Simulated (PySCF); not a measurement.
## Ionisation energy of Tm³⁰⁺ by level of theory

Tm³⁰⁺ [Kr] 4d3 [4d3/2^3, M_J = 3/2] → Tm³¹⁺ [Kr] 4d2 [4d3/2^2, M_J = 2], as a difference of total energies. Computed with PySCF 2.14 in an even-tempered Gaussian basis (17 s from 2.8 bohr⁻², ratio 2.8; 14 p from 3.6 bohr⁻², ratio 2.8; 9 d from 3.6 bohr⁻², ratio 2.8; 3 f from 14 bohr⁻², ratio 3), with the two-component X2C-1e Hamiltonian. Correlated levels: [Ar] 3d10 frozen; the 92 highest virtual spinors dropped. "Screened" scales the spin-orbit matrix elements by Boettger's factors to mimic the two-electron term; Breit and QED terms are absent.

```tsv
method	ionisation energy (eV)
GHF (spin-free)	1153.1
GMP2 (spin-free)	1153.2
GHF (screened spin-orbit)	1156.3
GMP2 (screened spin-orbit)	1156.9
```

Breit and QED terms and the two-electron picture change are absent.

The spin-free rows relax to the high-spin LS determinant and lack the spin-orbit shift.

The labels give the starting determinants; with spin-orbit coupling the two ends relaxed to ⟨J²⟩ = 3.85, ⟨L²⟩ = 8.32, ⟨S²⟩ = 2.26 and ⟨J²⟩ = 6.04, ⟨L²⟩ = 10.35, ⟨S²⟩ = 1.58.

For comparison: 1157 ± 4 eV (theoretical estimate listed by NIST; NIST Atomic Spectra Database, ionization energies).
